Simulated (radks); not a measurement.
Results of a calculation; reference values are marked as such.
Cd3+, configuration [Ar] 3d10 4s2 4p4 4d9 5p2 (not the ground configuration).

Level of theory: scalar-relativistic Kohn-Sham, PBEsol, spin-unpolarised, spherical densities, point nucleus (a radial shooting solver on a logarithmic mesh with Libxc functionals).

Energy parts (eV):
total: -151935.805
kinetic: 158098.151
electron-nucleus: -365094.908
Hartree: 59128.129
exchange-correlation: -4067.178

Orbitals (lengths in bohr, moments of r in powers of bohr; r(max) is where P^2 peaks):
orbital  occ.  eigenvalue (eV)   r(max)
1s          2        -26571.19  0.01969
2s          2        -3993.826   0.1113
2p          6        -3590.402  0.08899
3s          2        -790.1357   0.3240
3p          6        -657.7564   0.3171
3d         10        -450.3984   0.2656
4s          2        -158.1618   0.7892
4p          4        -118.2195   0.8348
4d          9         -59.5687   0.9378
5s          0         -38.2202    1.924
5p          2         -28.9579    2.204
5d          0         -17.0139    2.977
4f          0         -12.5324    2.542

The highest occupied level is 5p at -28.958 eV. The configuration is held as typed, so some empty levels lie below it. Summed over all electrons, <r^2> = 34.79 bohr^2, which gives a Langevin (diamagnetic) susceptibility term of -27.6 x 10^-6 cm^3/mol.
